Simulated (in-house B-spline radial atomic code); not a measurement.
The ruthenium ion Ru³⁺ is squeezed into an impenetrable sphere of radius R (the orbitals vanish at R). Level of theory: non-relativistic PBE, spin-polarised, spherical fractional occupations, point nucleus; calculated with a radial B-spline atomic code at the basis-set limit.

Energies in eV above the free ion in [Kr] 4d5:

| R (bohr) | highest level (eV) | [Kr] 4d5 | [Ar] 3d10 4s2 4p5 4d6 | [Kr] 4d4 4f1 | -dE/dV in [Kr] 4d5 (GPa) |
| --- | --- | --- | --- | --- | --- |
| 8.93 | -39.4 | 0 | 41.89 | 30.67 | 1.19e-06 |
| 5.62 | -39.3 | 0.006876 | 41.89 | 31.77 | 0.0526 |
| 5.19 | -39.3 | 0.02277 | 41.91 | 32.33 | 0.2 |
| 4.2 | -39 | 0.3269 | 42.24 | 34.98 | 4.19 |
| 3.6 | -38.2 | 1.558 | 43.6 | 38.89 | 26.7 |
| 3.07 | -36 | 6.187 | 48.68 | 47.2 | 149 |
| 2.76 | -33 | 14.16 | 57.34 | 58.14 | 435 |
| 2.04 | -9.99 | 111.2 | 159.4 | 164.9 | 6970 |
| 1.84 | 6.77 | 206 | 257.2 | 262.6 | 16400 |
| 1.39 | 99 | 901.3 | 963.1 | 957.2 | 139000 |

(1) Does [Ar] 3d10 4s2 4p5 4d6 fall below [Kr] 4d5 under compression?

(2) Does [Kr] 4d4 4f1 fall below [Kr] 4d5 under compression?

The highest level is first positive in the row R = 1.84 bohr, pushed up by confinement above the zero of the free ion's potential. Each configuration is held fixed and needn't be the lowest in the sphere.

Answers

(1) No, it stays above over the whole range.

(2) No, it stays above over the whole range.
